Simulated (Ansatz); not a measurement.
Cartesian coordinates (Å):
```xyz
6

C      0.2443     0.9367    -0.6772
C      0.9415     0.0765    -0.0508
C     -0.6644    -0.0164     0.0086
H      1.7900    -0.4509     0.3352
H     -1.1512    -0.8107    -0.5507
H     -1.1585     0.2649     0.9346
```
Charge 0, spin multiplicity 2.

These are Ansatz (a quantum-chemistry and plane-wave program) with frozen-core CCSD(T)/cc-pVTZ // B3LYP-D3(BJ)/def2-TZVP values and carry that method's errors.

```json
{
  "HF energy": "-115.21543 Ha",
  "MP2 correlation energy": "-0.44671 Ha"
}
```

Q: Estimate the CCSD correlation energy, the (T) correction, the total energy and the T1 diagnostic.

A: 
```yaml
CCSD correlation energy: -0.47512 Ha
"(T) correction": -0.02458 Ha
CCSD(T) total energy: -115.71513 Ha
T1 diagnostic: 0.035
```
